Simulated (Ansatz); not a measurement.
Z-matrix (Å, degrees):
```
C
Si 1 1.958
Si 1 1.847 2 72.3
O 1 1.392 2 130.2 3 -128.2
H 1 1.112 2 100.6 3 97.5
H 2 1.485 1 117.9 3 -125.6
H 2 1.485 1 115.1 3 98.8
F 3 1.585 1 118.9 2 -104.2
F 3 1.586 1 119.0 2 123.2
H 4 0.961 1 108.9 2 -60.6
```

Total charge 0; spin multiplicity 1.

**Question.** List the PBE0/def2-TZVPP orbital energies in eV (Ansatz). (Best estimate.)

**Answer.** Computed: Occupied: -1804.54, -1802.97, -674.32, -674.26, -523.25, -279.82, -146.65, -145.33, -101.37, -101.31, -101.29, -99.99, -99.97, -99.96, -33.93, -33.42, -29.21, -20.06, -16.10, -15.48, -14.53, -14.03, -13.49, -13.26, -12.58, -12.40, -12.21, -11.87, -10.32, -9.22, -7.82, -7.13. Lowest empty: -0.79, -0.64, 0.64, 0.72, 1.22, 1.39, 2.42, 2.77.
